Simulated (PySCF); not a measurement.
**Radial density of V (vanadium, neutral)**

M06-L, [Ar] 3d3 4s2, high-spin 4F determinant. Computed with PySCF 2.14 in def2-TZVP (6s4p4d1f, 45 functions), with the non-relativistic Hamiltonian (point nucleus).

| r (bohr) | 4πr²ρ (e/bohr) | 4πr²(ρα − ρβ) |
| --- | --- | --- |
| 0.000940 | 0.08676 | 0.0000 |
| 0.00158 | 0.2390 | 0.0000 |
| 0.00266 | 0.6421 | 0.0000 |
| 0.00447 | 1.673 | 0.0001 |
| 0.00752 | 4.112 | 0.0002 |
| 0.0127 | 9.205 | 0.0004 |
| 0.0213 | 17.56 | 0.0007 |
| 0.0358 | 25.85 | 0.0011 |
| 0.0602 | 25.93 | 0.0021 |
| 0.101 | 20.61 | 0.0093 |
| 0.170 | 27.12 | 0.0565 |
| 0.287 | 25.16 | 0.3029 |
| 0.482 | 9.471 | 1.1610 |
| 0.811 | 11.79 | 2.1141 |
| 1.36 | 5.614 | 1.5384 |
| 2.29 | 1.330 | 0.5044 |
| 3.86 | 0.5676 | 0.0589 |
| 6.49 | 0.05094 | -0.0063 |
| 10.9 | 0.0003366 | -0.0001 |

Task: Where is the radial spin density 4πr²(ρα − ρβ) most negative, and why is it negative at all?

Result: Around r = 6.49 bohr, down to -0.0063 e/bohr: exchange with the open shell polarises the paired shells in an unrestricted calculation.
